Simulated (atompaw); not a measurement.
**Before and after: PAW (atompaw) potential for W (Z = 74)**

```
Element                 : W
Generator               : atompaw 4.2.0.5
Type                    : PAW
Functional              : PBE
Relativity              : scalar-relativistic
Frozen core             : [Xe] 4f14
Valence charge          : 6
Reference configuration : 5d4 6s1.5 6p0.5
Partial waves           : 6s (bound): rc 2.15 bohr; 6s channel at 0.1 Ry: rc 2.15 bohr; 6p (bound): rc 2.60 bohr; 6p channel at 0.3 Ry: rc 2.60 bohr; 5d (bound): rc 2.60 bohr; 5d channel at 2.7 Ry: rc 2.60 bohr
Local potential         : bessel scheme, radius 2.20 bohr
Core correction         : smooth core density matched at 1.55 bohr
Augmentation charge     : gaussian compensation charge, radius 2.25 bohr; PAW radius 2.60 bohr; waves and projectors: custom polynom gramschmidtortho
```

All-electron outer shells of the reference configuration (PBE, scalar-relativistic, ld1.x):

```csv
shell,level (eV),outermost node (bohr),outermost maximum (bohr)
5p,-44.03,0.57,1.09
4f,-34.03,–,0.43
6s,-6.26,1.28,2.64
5d,-5.22,0.63,1.49
6p,-1.77,1.53,3.70
```

Change: reference 5d3 6s0 6p0.

Cutoffs: the cutoffs (Ry, on a coarse ladder) from which the occupation-weighted sum of valence levels, in a spherical-Bessel basis at the reference potential, stays within 10 and 1 mRy of its value at 400 Ry; they do not see the model core or the augmentation charge, which bear on the density cutoff.

Problem. What does the change do?

Solution. The potential gets neither clearly harder nor softer (15 Ry and 25 Ry → 15 Ry and 25 Ry); both files keep a bound ghost (p, s); the range in which the d phases agree narrows (upper end at the end of the scan → 0.8).

| quantity | base | changed |
| --- | --- | --- |
| cutoff, loose | 15 Ry | 15 Ry |
| cutoff, tight | 25 Ry | 25 Ry |
| bound ghosts | s, p | s, p |
| s: phases at 2.60 bohr within 0.05 rad from the reference energy up to (Ry; the scan ends near 5) | to the end of the scan | 4.5 |
| p: phases at 2.60 bohr within 0.05 rad from the reference energy up to (Ry; the scan ends near 5) | to the end of the scan | 4.8 |
| d: phases at 2.60 bohr within 0.05 rad from the reference energy up to (Ry; the scan ends near 5) | to the end of the scan | 0.8 |
| lowest overlap eigenvalue by channel | s 0.58, p 0.65, d 0.89 | s 0.39, p 0.39, d 0.81 |

 A true bound ghost makes a file unfit for plane-wave use even where its test errors are small: the radial tests pick states by their node count and pass the ghost by. The cutoffs see the waves, projectors and local potential, not the compensation charge or the core.
